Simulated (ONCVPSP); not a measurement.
neon (Ne): ONCV pseudisation with PBE, fully relativistic reference atom.

ONCVPSP 4.0.1 input, shortened (lines: element, Z, core and valence counts, functional; n l f; lmax; l rc ep ncon nbas qcut; lloc lpopt rc5 dvloc0; l nproj debl; icmod fcfact rcfact), PBE, fully relativistic:

```
  Ne 10.00    1    2        4      upf
    1    0    2.00
    2    0    2.00
    2    1    4.00
    1
    0    0.65    0.00    3    6   11.00
    1    1.50    0.00    4    8    9.90
    4    5    0.50    0.00
    0    2    1.70
    1    2    0.60
    3    2.25    1.15
```

Open shells are filled in proportion to 2j + 1.

In the s channel the program set the typed energies aside and used -2.871, 0.250 Ha. In the p channel the program set the typed energies aside and used -2.013, 0.250 Ha (j = l + 1/2; the other j can differ).

- Cutoffs needed: 68 Ha and 213 Ha (the cutoffs (Ha) at which the residual kinetic energy of the hardest occupied pseudo-wave falls to 1 and 0.1 mHa per electron)
- Ghost test: no bound ghost flagged; no localised positive-energy state flagged
- Largest excitation error: +2131 meV (all-electron minus pseudo) for 2s2 2p2, out of 4 test configurations
- rms error of d²Exc/dni dnj: 14.64 mHa without and 14.50 mHa with the model core
